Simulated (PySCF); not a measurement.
Compound: C5H6BBrO.
Atom-mapped SMILES: `[CH3:1][B:2]([CH3:3])[c:4]1[c:5]([Br:6])[c:7]1=[O:8]` (hydrogens: H9, H10, H11 on C1; H12, H13, H14 on C3)

Method used: PySCF 2.14.0, PBE0-D3(BJ)/def2-SVP geometry optimisation, gas phase.

List the bond lengths, angles and torsions at this level.

```csv
bond,length (Å)
"C1–B2, B2–C3",1.567
B2–C4,1.542
C4–C5,1.349
C5–Br6,1.855
C5–C7,1.401
C7=O8,1.194
C4–C7,1.479
C1–H9 and 3 like bonds,1.100
"C1–H10, C3–H13",1.108
```

Bonds in one row agree within 0.01 Å and their mean is given. A selection of angles:
```csv
angle,degrees
C1–B2–C3,122.6
C1–B2–C4,119.0
C3–B2–C4,118.4
B2–C4–C5,155.7
B2–C4–C7,145.1
C5–C4–C7,59.2
C4–C5–Br6,140.8
C4–C5–C7,65.0
Br6–C5–C7,154.2
C5–C7–O8,156.5
C4–C7–C5,55.8
C4–C7–O8,147.7
```

Torsions: C1–B2–C4–C5 89° (synclinal). The mirror-image conformer, all signs reversed, is as good.

B2 (three-coordinate boron) is planar (angles 122.6°, 119.0° and 118.4°, sum 359.9°, 0.02 Å off the plane of its three neighbours). The 3-membered ring C4–C5–C7 has internal angles of 55.8° to 65.0°. The B–C distances run from 1.542 Å (B2–C4, drawn single) to 1.567 Å (B2–C3, drawn single), a spread of 0.025 Å. The C–C distances run from 1.349 Å (C4–C5, drawn aromatic) to 1.479 Å (C4–C7, drawn aromatic), a spread of 0.130 Å.

Not checked by PBE0-D3(BJ)/def2-SVP frequencies. The numbers are those of one conformer.

On one thread, Arm Neoverse V2 (aarch64), no GPU, shared host, this took 1.7 min and 0.86 GiB of memory at its peak. These figures are those of the optimisation.
